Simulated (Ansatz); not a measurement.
Program: Ansatz. Geometries: PBE0-D4/def2-TZVP. ΔE: electronic, gas phase. CCSD(T)/CBS adds triple-zeta CCSD(T) − MP2 to the extrapolated MP2 energy (def2 sets, frozen cores). Functionals use def2-TZVPP. Each species was taken in one conformer, which may not be the lowest.

Reaction (ligand exchange at the Si–C bond): `O=C/N=C\[SiH3]` + `BNC=C` → `BN([SiH3])C=C` + `C=NC=O`

(1) Is it downhill or uphill in electronic energy at CCSD(T)/CBS, and by how much? (An estimate is asked.)

(2) What do these levels give: revPBE-D4, B97M-V, PBE0-D4, r2SCANh-D4, ωB97M-V, B2PLYP, PBE0, LC-ωPBE, MP2/def2-SVP, CCSD(T)/def2-SVP, CCSD/def2-TZVPP, MP2/def2-QZVPP? (Estimate.)

Largest T1 diagnostic among the species: 0.017.

Answers

(1) The calculation gave: Downhill: ΔE = -43.8 kJ/mol.

(2) Ansatz gave: revPBE-D4 -32.1, B97M-V -38.1, PBE0-D4 -35.5, r2SCANh-D4 -36.8, ωB97M-V -40.9, B2PLYP -40.2, PBE0 -33.2, LC-ωPBE -37.7, MP2/def2-SVP -40.8, CCSD(T)/def2-SVP -36.9, CCSD/def2-TZVPP -45.6, MP2/def2-QZVPP -49.0 kJ/mol.

From r2SCAN to r2SCAN0 (25 % exact exchange), in def2-TZVPP and without D4, ΔE moves by −4.1 kJ/mol. At CCSD(T), def2-SVP lies +6.9 kJ/mol from the extrapolated value and def2-TZVPP −0.7 kJ/mol. Leaving LDA and LC-ωPBE aside and taking each functional with its dispersion term where it has one, the values, not all of them listed here, spread over 14.7 kJ/mol, from BHLYP-D4 to PBE-D4. LDA lies −3.8 kJ/mol from PBE without D4.
